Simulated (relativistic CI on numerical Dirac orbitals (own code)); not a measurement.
# Os VII: computed level list

Method of calculation: Dirac-Coulomb-Breit CI, KLI orbitals optimised for each configuration, model QED, unscaled Slater integrals (own radial code, finite nucleus).

Configuration list (outside the closed core [Kr] 4d10 4f14 5s2): 5p6 5d2, 5p6 5d 6s, 5p6 5d 5f, 5p6 5d 6p, 5p5 5d3, 5p6 6s2, 5p6 5d 5g, 5p6 5f2, 5p6 5d 6d, 5p6 6s 6p, 5p6 5d 7s, 5p6 5d 7p, 5p6 5g2, 5p6 5d 6f, 5p6 6p2. Double excitations out of closed p, d and f shells are left out; levels of such configurations are missing from the list, as are those of other unlisted configurations, and high levels can miss mixing partners.

The lowest level is 5p6 5d2 3F_2, with 89 % of that term; Hund's rules for 5p6 5d2 give 3F with J = 2, in agreement.

| No. | Configuration | Term | J | E (cm⁻¹) | % | Next component (%) |
| --- | --- | --- | --- | --- | --- | --- |
| 1 | 5p6 5d2 | 3F | 2 | 0 | 89 | 10 1D |
| 2 | 5p6 5d2 | 3F | 3 | 9499 | 100 |  |
| 3 | 5p6 5d2 | 3F | 4 | 17352 | 89 | 11 1G |
| 4 | 5p6 5d2 | 3P | 0 | 17753 | 92 | 7 1S |
| 5 | 5p6 5d2 | 1D | 2 | 20325 | 51 | 40 3P |
| 6 | 5p6 5d2 | 3P | 1 | 23260 | 100 |  |
| 7 | 5p6 5d2 | 1G | 4 | 32661 | 89 | 11 3F |
| 8 | 5p6 5d2 | 3P | 2 | 33430 | 59 | 39 1D |
| 9 | 5p6 5d2 | 1S | 0 | 60772 | 92 | 7 3P |
| 10 | 5p6 5d 6s | 3D | 1 | 131668 | 100 |  |
| 11 | 5p6 5d 6s | 3D | 2 | 133985 | 85 | 15 1D |
| 12 | 5p6 5d 6s | 3D | 3 | 143883 | 100 |  |
| 13 | 5p6 5d 6s | 1D | 2 | 151097 | 84 | 15 3D |
| 14 | 5p6 5d 6p | 3F° | 2 | 208850 | 68 | 26 1D° |
| 15 | 5p6 5d 6p | 3D° | 1 | 213041 | 71 | 18 1P° |
| 16 | 5p6 5d 6p | 3D° | 2 | 223344 | 52 | 27 3P° |
| 17 | 5p6 5d 6p | 3F° | 3 | 224502 | 62 | 26 3D° |
| 18 | 5p6 5d 6p | 3D° | 2 | 231589 | 37 | 31 1D° |
| 19 | 5p6 5d 6p | 3D° | 3 | 236402 | 39 | 38 3F° |
| 20 | 5p6 5d 6p | 3P° | 1 | 237543 | 63 | 23 3D° |
| 21 | 5p6 5d 6p | 3P° | 0 | 239876 | 100 |  |
| 22 | 5p6 5d 6p | 3F° | 4 | 246161 | 100 |  |
| 23 | 5p6 5d 6p | 3P° | 2 | 247607 | 67 | 25 1D° |
| 24 | 5p6 5d 6p | 1F° | 3 | 249179 | 65 | 34 3D° |
| 25 | 5p6 5d 6p | 1P° | 1 | 254891 | 66 | 27 3P° |
| 26 | 5p6 6s2 | 1S | 0 | 273775 | 97 | 2 5p6 6p2 1S |
| 27 | 5p6 5d 5f | 1G° | 4 | 327253 | 56 | 26 3H° |
| 28 | 5p6 5d 5f | 3F° | 2 | 328556 | 67 | 23 1D° |
| 29 | 5p6 5d 5f | 3G° | 3 | 330241 | 50 | 36 3F° |
| 30 | 5p6 5d 5f | 3H° | 4 | 330553 | 60 | 18 3G° |

Energies count from the lowest computed level; ° marks odd parity.

The mean weight of the leading LS term, summed over parents, in these 30 levels is 75 %, and that of the leading jj configuration (from the same eigenvectors) 87 %, so jj coupling describes them better and the LS labels are nominal.

At this charge configurations can still be misplaced by up to about 7 % of their energy. Terms inside the open d or f shell come out 10 to 20 % too wide with unscaled integrals. Levels and lines within the n = 5 or 6 shells can be off by up to 10 % or somewhat more, and those that change n by about 2 %, since core polarisation is missing. 10 of the 11 excited levels that our extract of the measured tables holds in this range could be paired (the sources list more); they are missed by 1837 cm⁻¹ on average and 3074 at most, and levels without a partner can miss by more. Some levels of the ground configuration have no partner and can miss by 10 % or more. Levels that differ in their count of f electrons can be misplaced by several ten thousand cm⁻¹, since the correlation energy of f electrons is missing or only estimated; rates across such gaps can be off by orders of magnitude.

Landé's interval rule says that E(J) − E(J−1) = AJ with one A. For the ground term the intervals give A = 3166.3, 1963.4 cm⁻¹ for J = 3, 4; the multiplet is regular.

LS names give the leading component of a level, which can be under half, so a name can repeat, a term be missing and a line seem to break the LS rules.
